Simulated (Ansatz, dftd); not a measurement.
System: C3H5F, charge 0, singlet. C3H5F ((Z)-1-fluoroprop-1-ene, SMILES C/C=C\F).
B3LYP-D3(BJ)/def2-TZVP minimum from Ansatz (a quantum-chemistry and plane-wave program):
```xyz
9

C     -1.5300     0.1624     0.3796
C     -0.4336    -0.7559    -0.0548
C      0.8233    -0.4119    -0.2699
F      1.2630     0.8584    -0.1124
H     -1.1701     1.1820     0.5044
H     -1.9606    -0.1688     1.3281
H     -2.3415     0.1715    -0.3528
H     -0.6694    -1.8018    -0.2131
H      1.6165    -1.0760    -0.5841
```

Property: atomisation energy (electronic, to ground-state atoms), in kcal/mol. UHF or UKS for unpaired electrons; spin-orbit terms are left out. CBS(X,Y): correlation extrapolated as X^-3, Hartree-Fock from the larger set. A bracket is a step between two methods taken in the basis named. The functionals are non-relativistic, so their misses hold any scalar relativity. Double hybrids freeze cores in their MP2 part. '+ core + X2C': CCSD(T) terms for core correlation (cc-pwCVTZ) and scalar relativity (cc-pVTZ-DK). For partners of very few electrons the exact lower level stands in for a higher one.

Compared with CCSD(T)/CBS(cc-pVTZ,cc-pVQZ) + [CCSDT(Q) - CCSD(T)]/cc-pVDZ + core + X2C (Ansatz).

**Question.** Rank these levels by how close they come to it, closest first: r2SCAN-D3(BJ)/def2-TZVPD (Ansatz + dftd3); wB97X-V/def2-TZVPD (Ansatz); B2PLYP/def2-TZVPD (Ansatz); PBE0-D4/def2-TZVPD (Ansatz + dftd4); B2GP-PLYP-D4/def2-TZVPD (Ansatz + dftd4).

**Answer.** r2SCAN-D3(BJ)/def2-TZVPD (872.1 kcal/mol, difference 0.6), wB97X-V/def2-TZVPD (868.9 kcal/mol, difference -2.6), PBE0-D4/def2-TZVPD (875.6 kcal/mol, difference 4.1), B2PLYP/def2-TZVPD (860.4 kcal/mol, difference -11.1), B2GP-PLYP-D4/def2-TZVPD (859.2 kcal/mol, difference -12.3)
